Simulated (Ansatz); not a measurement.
Ansatz (a quantum-chemistry and plane-wave program) input (MP2/STO-3G):

Ansatz 0.2 input:
```yaml
crystal:
  periodic: [false, false, false]
  atoms:
    - {symbol: Sn, position_ang: [0.00624545, 0.00001533, 0.04778301]}
    - {symbol: H, position_ang: [-0.14809190, -1.26562731, -1.19522083]}
    - {symbol: H, position_ang: [-0.16418077, 1.26486076, -1.19392983]}
basis:
  gaussian:
    orbitals: STO-3G
magnetization: {spin_polarized: false}
correlation: {method: mp2, electrons: outside_noble_gas}
```

Output:

```
Functional definition: HF
integrals: 0.00 GiB planned
379 factors; integrals over basis functions are off by at most 2.8e-5 eV
mean field: 0.09 GiB planned
mean field evaluation 1: about -162298.7585 eV, gradient 5.1e0 eV
mean field evaluation 2: about -162298.7556 eV, gradient 5.1e0 eV
mean field evaluation 4: about -162298.9406 eV, gradient 1.8e-1 eV
mean field evaluation 8: about -162298.9406 eV, gradient 2.5e-5 eV
mean field -162298.94060068 eV, -5964.3760569020 hartree, gradient 1.4e-6 eV, S^2 0.000000; 0 other end points of the search recorded, 0 dependent functions left out; unrestricted orbitals would lower it
23 core orbitals not correlated
reference -162298.94060068 eV, -5964.3760569020 hartree; 3, 3 occupied and 3, 3 virtual orbitals, 379 factors
second order -0.86358710 eV of doubles, -0.00000000 eV of singles
Total energy: -162299.80418778 eV, -5964.4077931424 hartree
```

The geometry given is a B3LYP-D3(BJ)/def2-TZVP minimum.
